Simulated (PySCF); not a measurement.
C3H7S, SMILES C[C](C)S, multiplicity 2.

Geometry: B3LYP-D3(BJ)/def2-SVP. The isomer is the one that the SMILES or the coordinates give; other isomers of the formula were not compared. One conformer was computed; it need not be the lowest.

Method: B3LYP-D3(BJ)/def2-SVP run with PySCF.

Frequencies are harmonic and unscaled.

Task: Estimate the vibrational spectrum. (An estimate is asked for; the answer gives what the named calculation found.)

Result: 
```csv
mode,ν (cm⁻¹),IR (km/mol),moving atoms (share of kinetic energy)
1,149,0.1,H 96 %
2,155,0.1,H 96 %
3,222,18.0,H 90 %
4,256,1.8,"C 65 %, H 30 %"
5,320,1.3,"C 51 %, H 30 %, S 19 %"
6,350,0.2,"C 42 %, H 38 %, S 21 %"
7,628,7.7,"C 54 %, S 29 %, H 17 %"
8,906,4.5,"H 79 %, C 16 %"
9,945,2.8,"H 59 %, C 40 %"
10,954,0.4,"H 77 %, C 23 %"
11,980,0.5,"H 72 %, C 27 %"
12,1043,0.1,"H 66 %, C 34 %"
13,1204,40.8,"C 63 %, H 36 %"
14,1277,0.3,"C 72 %, H 28 %"
15,1383,1.1,"H 71 %, C 29 %"
16,1397,0.6,"H 80 %, C 20 %"
17,1440,4.6,H 94 %
18,1448,3.3,H 95 %
19,1451,12.8,H 95 %
20,1462,1.6,H 95 %
21,2654,9.1,H 97 %
22,2948,35.4,H 95 %
23,2954,54.8,H 95 %
24,3046,21.7,H 93 %
25,3050,19.8,H 93 %
26,3096,19.4,"H 91 %, C 9 %"
27,3104,16.4,"H 91 %, C 9 %"
```
